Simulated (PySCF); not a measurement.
AlH₃OS, SMILES [OH][AlH][SH]. Atoms are numbered in the order given.

```xyz
6

Al    -0.5517    -0.5729     0.0000
H     -2.0880    -0.9123     0.0000
O      0.6658    -1.7604     0.0000
H      0.4821    -2.7029     0.0000
S      0.1268     1.5004     0.0000
H      1.4230     1.1396     0.0000
```
Charge 0, spin multiplicity 1.

The structure is a stationary point at TPSSh-D3(BJ)/def2-TZVP. Other conformers were not sampled.

All values below come from PySCF with HF/pcSseg-2.

GIAO shieldings, no solvent; atoms alike by connectivity are averaged. δ = σ(ref) − σ: ¹H against TMS (σ = 31.98 ppm); ¹⁷O against H2O (σ = 326.0 ppm); ³³S against H2S (σ = 707.7 ppm), references at their B3LYP-D3(BJ)/def2-TZVP geometries, non-relativistic.

| atoms | nucleus | count | δ (ppm) |
|---|---|---|---|
| H2 | ¹H | 1 | 4.75 |
| H4 | ¹H | 1 | 2.41 |
| H6 | ¹H | 1 | … |
| O3 | ¹⁷O | 1 | 38.1 |
| S5 | ³³S | 1 | … |

### Question
Fill in the missing entries. (The exact figures need the calculation; the answer reports its results.)

### Answer

- H6, δ (ppm): 0.94
- S5, δ (ppm): -59.8
